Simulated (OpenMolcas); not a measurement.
## Tc3+: moving or changing the point charges

Tc3+ among 6 point charges of -1.7 e arranged as a tetragonal octahedron (D4h), 2.09 Å from the ion, with the axial distance 2.153 Å.
```
   2.0900    0.0000    0.0000  -1.70
   0.0000    2.0900    0.0000  -1.70
  -2.0900    0.0000    0.0000  -1.70
   0.0000   -2.0900    0.0000  -1.70
   0.0000    0.0000    2.1527  -1.70
   0.0000    0.0000   -2.1527  -1.70
```

```
Program             : OpenMolcas
Method              : CASSCF
Basis               : ANO-RCC-VDZP [6s5p3d1f]
Scalar Hamiltonian  : DKH2, point nucleus
Active space        : 4 electrons in 5 orbitals (4d)
State averaging     : 2S+1 = 5 even, 5 roots; 2S+1 = 3 even, 45 roots; 2S+1 = 1 even, 50 roots
Spin-orbit coupling : RASSI with atomic mean-field integrals over the reference wave functions
```

Runs around this geometry, states (labels of D4, the rotations of D4h). Energies in cm-1 above the lowest state or level, χT in cm3 K/mol.

```json
{"R (Å)": "2.09", "q (e)": "-0.85", "Axial / equatorial distance": "1.03", "Ground state": "5B1", "First state of that spin": "5A1 852.5", "First gap with spin-orbit (degeneracies)": "40.7 (1, 1)", "χT at 300 K": "2.076", "First state of another spin": "3E 15707"}
{"R (Å)": "2.09", "q (e)": "-1.7", "Axial / equatorial distance": "1.03", "Ground state": "5B1", "First state of that spin": "5A1 1667", "First gap with spin-orbit (degeneracies)": "13.5 (1, 1)", "χT at 300 K": "2.540", "First state of another spin": "3E 12587"}
{"R (Å)": "2.23", "q (e)": "-1.7", "Axial / equatorial distance": "1.03", "Ground state": "5B1", "First state of that spin": "5A1 1375", "First gap with spin-orbit (degeneracies)": "18.7 (1, 1)", "χT at 300 K": "2.377", "First state of another spin": "3E 14358"}
{"R (Å)": "2.09", "q (e)": "-1.7", "Axial / equatorial distance": "1.11", "Ground state": "5B1", "First state of that spin": "5A1 5437", "First gap with spin-orbit (degeneracies)": "5.8 (1, 1)", "χT at 300 K": "2.568", "First state of another spin": "3E 14629"}
```

Taking the first state of the same spin as R^-n, n = -ln(1375 / 1667) / ln(2.23 / 2.09) = 3.0 between the shortest and longest distance.

Scaling the charges by -0.85 / -1.7 = 0.50 scales the first state of the same spin by 852.5 / 1667 = 0.51; with fixed orbitals a first-order splitting would follow the charge.

Without dynamic correlation the repulsion within the d shell is too large (B by tens of per cent), so at a given field states of lower spin stand too high. Point charges give a weaker field than real ligands, and real ions of this kind are as a rule low spin; the high spin found here belongs to the model. The ground term spreads over less than 5000 cm-1, several times less than with real ligands, so orbital moments are less quenched and χT lies further from the spin-only value than at real sites (holds for R = 2.09, q = -0.85, ratio = 1.03). This shell can be high or low spin here, a state of another spin lies low, and with metal d orbitals alone active their balance is uncertain, so the ground spin may be wrong (holds for R = 2.09, q = -1.7, ratio = 1.03; R = 2.23, q = -1.7, ratio = 1.03; R = 2.09, q = -1.7, ratio = 1.11). This is an electrostatic model: the charges have no orbitals. No measured value stands beside these numbers.
